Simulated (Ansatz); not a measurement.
`[SiH3]CC1[SiH2][SiH2]1` at its PBE0-D4/def2-TZVP geometry, where that method's forces vanish. The species carries charge 0 and has multiplicity 1.

| atom | x (Å) | y (Å) | z (Å) |
| --- | --- | --- | --- |
| Si1 | -0.040 | 2.280 | 0.180 |
| C2 | 0.183 | 0.576 | 0.940 |
| C3 | -0.473 | -0.503 | 0.089 |
| Si4 | -0.098 | -2.360 | 0.307 |
| Si5 | 0.321 | -1.128 | -1.527 |
| H6 | -1.492 | 2.578 | 0.033 |
| H7 | 0.581 | 3.345 | 1.016 |
| H8 | 0.580 | 2.314 | -1.173 |
| H9 | 1.257 | 0.387 | 1.048 |
| H10 | -0.224 | 0.577 | 1.958 |
| H11 | -1.546 | -0.344 | -0.049 |
| H12 | 1.015 | -2.669 | 1.237 |
| H13 | -1.254 | -3.275 | 0.456 |
| H14 | -0.515 | -1.124 | -2.751 |
| H15 | 1.706 | -0.654 | -1.764 |

Task: For each bond, give half the difference of the two atoms' forces along it (eV/Å; positive pushes the atoms apart) under PBE-D4, r2SCAN-D4, B3LYP-D4, ωB97M-V in def2-TZVPP. (Estimate.)

Result: Computed: 
| bond | length (Å) | PBE-D4 | r2SCAN-D4 | B3LYP-D4 | ωB97M-V |
| --- | --- | --- | --- | --- | --- |
| Si1–C2 | 1.879 | 0.02 | 0.01 | 0.09 | 0.02 |
| Si1–H6 | 1.489 | 0.07 | -0.03 | -0.07 | -0.10 |
| Si1–H7 | 1.489 | 0.06 | -0.03 | -0.09 | -0.11 |
| Si1–H8 | 1.489 | 0.06 | -0.03 | -0.08 | -0.09 |
| C2–H9 | 1.096 | 0.12 | -0.02 | -0.07 | -0.07 |
| C2–H10 | 1.096 | 0.11 | -0.02 | -0.08 | -0.09 |
| C3–Si4 | 1.907 | 0.10 | 0.03 | 0.08 | -0.05 |
| C3–Si5 | 1.906 | 0.10 | 0.02 | 0.09 | -0.04 |
| C3–H11 | 1.093 | 0.10 | -0.04 | -0.12 | -0.08 |
| Si4–Si5 | 2.249 | 0.12 | 0.09 | 0.19 | 0.09 |
| Si4–H12 | 1.483 | 0.05 | -0.03 | -0.10 | -0.10 |
| Si4–H13 | 1.483 | 0.03 | -0.04 | -0.11 | -0.12 |
| Si5–H14 | 1.482 | 0.04 | -0.03 | -0.10 | -0.11 |
| Si5–H15 | 1.483 | 0.05 | -0.03 | -0.11 | -0.10 |

B3LYP here is the variant with VWN-RPA as its local correlation; programs differ in this.
